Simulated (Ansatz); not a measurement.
Relaxation of ClF₅HOW (9 atoms, charge 0, multiplicity 2), to a largest force component of 0.03 eV/Å in at most 50 steps.

Theory: UKS PBE/def2-SVP (Ansatz 0.2.0).

```xyz
9
Properties=species:S:1:pos:R:3
W 0.009 0.012 -0.045
F -0.020 -0.002 1.819
F 1.876 -0.018 0.096
F -0.007 1.881 0.094
F -1.859 -0.016 -0.043
F -0.009 -1.855 -0.079
O 0.120 0.164 -1.891
H 0.414 0.640 -2.690
Cl 0.005 -0.015 4.520
```

Q: Where does it end, and by what steps?

A: The forces met the threshold. After 12 steps the energy has fallen by 0.034 eV; Cl9 moved furthest, 0.91 Å.

| step | energy less start (eV) | largest force component (eV/Å) | accepted |
| --- | --- | --- | --- |
| 0 | 0.0000 | 0.435 | yes |
| 1 | -0.0035 | 0.111 | yes |
| 2 | -0.0041 | 0.038 | yes |
| 3 | -0.0048 | 0.082 | yes |
| 4 | -0.0061 | 0.115 | yes |
| 5 | -0.0090 | 0.159 | yes |
| 6 | -0.0112 | 0.056 | yes |
| 7 | -0.0145 | 0.420 | yes |
| 8 | -0.0179 | 0.248 | yes |
| 9 | -0.0253 | 0.107 | yes |
| 10 | -0.0309 | 0.134 | yes |
| 11 | -0.0335 | 0.106 | yes |
| 12 | -0.0342 | 0.029 | yes |

```xyz
9
Properties=species:S:1:pos:R:3
W -0.075 -0.024 0.006
F -0.456 -0.506 1.783
F 1.739 -0.085 0.459
F -0.142 1.769 0.531
F -1.921 0.007 -0.297
F -0.043 -1.857 -0.377
O 0.304 0.410 -1.748
H 0.532 0.538 -2.682
Cl 0.589 0.541 4.107
```

Whether the end is a true minimum wasn't checked by a vibrational analysis.

Run time: 2.1 min on 4 threads of Arm Neoverse V1, on a shared host, peak memory 0.42 GiB.
